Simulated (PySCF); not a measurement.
Screening by computed properties: pick the candidate that meets the target.

Each SMILES stands for a single optimised conformer of the isolated species, non-relativistic unless stated. Electronic properties by PySCF.

Dipoles, sizes and rotational constants follow the conformer. The torsions of the flexible species, by atom-mapped SMILES:
- `[CH2+:1][CH:2][CH2:3][CH2:4][OH:5]`: C1–C2–C3–C4 -55°, C2–C3–C4–O5 72°, H–O5–C4–C3 -155°
- `[H]/[C:1]=[N:2]\[CH2:3][C@@H:4]1[CH2:5][C@H:6]([F:7])[S:8]1`: C1–N2–C3–C4 -22°, N2–C3–C4–C5 161°
- `[CH3:1][CH2:2][Si:3]([OH:4])[NH:5][CH3:6]`: C1–C2–Si3–O4 -58°, C2–Si3–N5–C6 57°, H–O4–Si3–C2 69°
- `[CH3:1][CH:2][Si@H:3]([OH:4])[NH:5][CH3:6]`: C1–C2–Si3–O4 -35°, C2–Si3–N5–C6 -61°, H–O4–Si3–C2 -61°
- `[CH2:1]=[N:2][CH:3][C@@H:4]1[CH2:5][C@H:6]([F:7])[S:8]1`: C1–N2–C3–C4 -24°, N2–C3–C4–C5 -157°
- `[CH3:1][CH2:2][S:3][C:4]([CH3:5])[S-:6]`: C1–C2–S3–C4 76°, C2–S3–C4–C5 111°

Question: Wanted: smallest rotational constant above 4 GHz (GFN2-xTB) and isotropic g value above 2.0029 (unrestricted B3LYP/pcH-1, mean-field spin–orbit), at GFN2-xTB geometries. Which candidate meets both?
A. `C[CH][Si@H](O)NC` [radical]
B. `C=N[CH][C@@H]1C[C@H](F)S1` [radical]
C. `C(C[CH][CH2+])O` [radical]
D. `[H]/[C]=N\C[C@@H]1C[C@H](F)S1` [radical]
E. `[CH2][S@@](C)=O` [radical]
F. `CCS[C](C)[S-]` [radical]
G. `CC[Si](O)NC` [radical]

Answer: E. Computed values:
```csv
species,smallest rotational constant,isotropic g value
C=N[CH][C@@H]1C[C@H](F)S1 [radical],0.877 GHz,2.00283
[H]/[C]=N\C[C@@H]1C[C@H](F)S1 [radical],1.016 GHz,2.00125
CCS[C](C)[S-] [radical],1.276 GHz,2.00849
C[CH][Si@H](O)NC [radical],1.386 GHz,2.00258
CC[Si](O)NC [radical],1.624 GHz,2.00211
C(C[CH][CH2+])O [radical],3.081 GHz,2.00371
[CH2][S@@](C)=O [radical],4.285 GHz,2.00295
```
